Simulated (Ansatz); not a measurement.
Basis sets compared for B(H2S)Cl3 (BH₂SCl₃). Charge 0, multiplicity 1. Geometry PBE0-D4/def2-SVP. Ansatz on 4 threads of Arm Neoverse V1 on a shared host; times are rough, and most runs start from earlier orbitals.

| atom | x (Å) | y (Å) | z (Å) |
| --- | --- | --- | --- |
| B1 | -0.216 | 0.202 | -0.808 |
| S2 | 0.859 | 0.015 | 1.056 |
| H3 | -0.133 | 0.368 | 1.907 |
| H4 | 0.677 | -1.309 | 1.273 |
| Cl5 | -0.332 | 1.993 | -0.956 |
| Cl6 | -1.777 | -0.655 | -0.530 |
| Cl7 | 0.922 | -0.614 | -1.941 |

Binding counts from free atoms (B doublet, S triplet, H doublet, Cl doublet) in the same basis, without a counterpoise term.

```csv
level,functions,energy (Eh),HOMO (eV),LUMO (eV),binding per atom (eV),wall time
PBE-D4/def2-SVP,96,-1803.6172,-6.60,-1.41,3.29,0.85 s
PBE0-D4/def2-SVP,96,-1803.7728,-8.10,-0.45,3.22,1.1 s
```

Q: Estimate the rows for PBE-D4/def2-TZVP, PBE0-D4/def2-TZVP.

A: 
| level | functions | energy (Eh) | HOMO (eV) | LUMO (eV) | binding per atom (eV) | wall time |
| --- | --- | --- | --- | --- | --- | --- |
| PBE-D4/def2-TZVP | 191 | -1804.2588 | -6.93 | -1.83 | 3.25 | 1.6 s |
| PBE0-D4/def2-TZVP | 191 | -1804.4065 | -8.35 | -0.83 | 3.19 | 2.4 s |
